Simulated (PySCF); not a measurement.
Computed IR spectrum (relative IR intensity) of a molecule C₅H₇F. Coordinates come from a PBE-D3(BJ)/def2-SVP optimisation. One conformer was computed; it need not be the lowest. Calculation: PBE-D3(BJ)/def2-SVP run with PySCF 2.14.0. No scaling factor is applied to the harmonic values.

Lines under 2 % of the strongest are left out, and lines within 2 cm⁻¹ are merged.

| ν (cm⁻¹) | relative intensity |
|---|---|
| 173 | 2.3 |
| 674 | 6.0 |
| 862 | 24 |
| 874 | 35 |
| 933 | 11 |
| 991 | 18 |
| 1001 | 6.1 |
| 1010 | 12 |
| 1148 | 15 |
| 1189 | 9.4 |
| 1251 | 15 |
| 1296 | 34 |
| 1353 | 37 |
| 1383 | 17 |
| 1386 | 7.6 |
| 1699 | 100 |
| 2965 | 19 |
| 3034 | 5.3 |
| 3073 | 4.3 |
| 3098 | 5.3 |
| 3116 | 8.0 |
| 3177 | 7.2 |

Problem. Which molecule gave these data?
(A) C=C[C@@H]1C[C@@H]1F
(B) C=CC/C=C\F
(C) C=C=C(F)CC
(D) C=C/C=C(/C)F

Solution. D, C=C/C=C(/C)F
